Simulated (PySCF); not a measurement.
C3H7FSi.
SMILES: `FC1([SiH3])CC1`

Theory: PBE0-D3(BJ)/def2-SVP geometry optimisation, gas phase (PySCF).

Take the most abundant isotopes and a rigid rotor. 

Task: Give the principal moments of inertia and the rotational constants in MHz.

Result: Ia = 86.67, Ib = 160.19, Ic = 200.86 u·Å²; 505379 MHz·u·Å²/I gives A = 5831, B = 3155, C = 2516 MHz.

Task: Classify the top.

Result: An asymmetric top; Ray's κ = -0.615.

Task: Is it planar, by Δ = Ic − Ia − Ib?

Result: Not planar: Δ = Ic − Ia − Ib = -46.01 u·Å². For a rigid frame Δ = −2 Σ m c², so Σ m c² = 23.00 u·Å² lies off the ab plane: 9.50 from hydrogen and 13.51 from heavier atoms. The atom farthest from that plane is 1.29 Å away.

Task: List the rotational levels J(Ka,Kc) to J = 4 (MHz).

Result: Above 0(0,0):
J = 1: 1(0,1) 5671, 1(1,1) 8347, 1(1,0) 8986
J = 2: 2(0,2) 16911, 2(1,2) 19050, 2(1,1) 20966, 2(2,1) 28995, 2(2,0) 29096
J = 3: 3(0,3) 33535, 3(1,3) 35046, 3(1,2) 38868, 3(2,2) 46008, 3(2,1) 46498, 3(3,1) 61044, 3(3,0) 61055
J = 4: 4(0,4) 55329, 4(1,4) 56276, 4(1,3) 62593, 4(2,3) 68612, 4(2,2) 69991, 4(3,2) 83903, 4(3,1) 83974, 4(4,1) 104717, 4(4,0) 104718
The levels of one J sum to (2J + 1)J(J + 1)(A + B + C)/3.

Task: Predict some low-J microwave lines.

Result: The dipole components are |μa| = 0.25 D, |μb| = 1.44 D, |μc| = 0.00 D; the mirror of this Cs structure is the ab plane, so μc vanishes by symmetry and there are no c-type lines. The squared components, which scale the intensities, stand as 0.03 : 1.00 (a : b). Some of the stronger lines:

| type | branch | J(Ka,Kc) | MHz | lower level (cm⁻¹) |
| --- | --- | --- | --- | --- |
| b | Q | 2(1,1) ← 2(0,2) | 4055 | 0.564 |
| b | Q | 3(1,2) ← 3(0,3) | 5333 | 1.119 |
| b | Q | 4(1,3) ← 4(0,4) | 7264 | 1.846 |
| b | Q | 3(2,1) ← 3(1,2) | 7630 | 1.296 |
| b | Q | 2(2,0) ← 2(1,1) | 8130 | 0.699 |
| b | R | 1(1,1) ← 0(0,0) | 8347 | 0.000 |
| b | R | 2(0,2) ← 1(1,1) | 8564 | 0.278 |
| b | Q | 4(3,1) ← 4(2,2) | 13983 | 2.335 |
| b | R | 3(1,3) ← 2(0,2) | 18134 | 0.564 |
| b | R | 2(2,1) ← 1(1,0) | 20009 | 0.300 |
| b | R | 4(0,4) ← 3(1,3) | 20283 | 1.169 |
| b | Q | 4(4,0) ← 4(3,1) | 20744 | 2.801 |
| b | R | 4(1,4) ← 3(0,3) | 22742 | 1.119 |
| b | R | 3(2,1) ← 2(1,2) | 27448 | 0.635 |
| b | R | 4(2,3) ← 3(1,2) | 29744 | 1.296 |
| b | R | 3(3,1) ← 2(2,0) | 31948 | 0.971 |
| b | R | 4(4,1) ← 3(3,0) | 43663 | 2.037 |

Stationary, but not proved a minimum. These are rigid-rotor constants of the computed structure; measured ground-state constants (B0) also hold zero-point vibration. A rigid rotor knows nothing of internal rotation, which can split or shift real lines.

On one thread, Arm Neoverse V1 (aarch64) (shared host), this took 17 s and 0.46 GiB of memory at its peak. These figures are those of the optimisation.
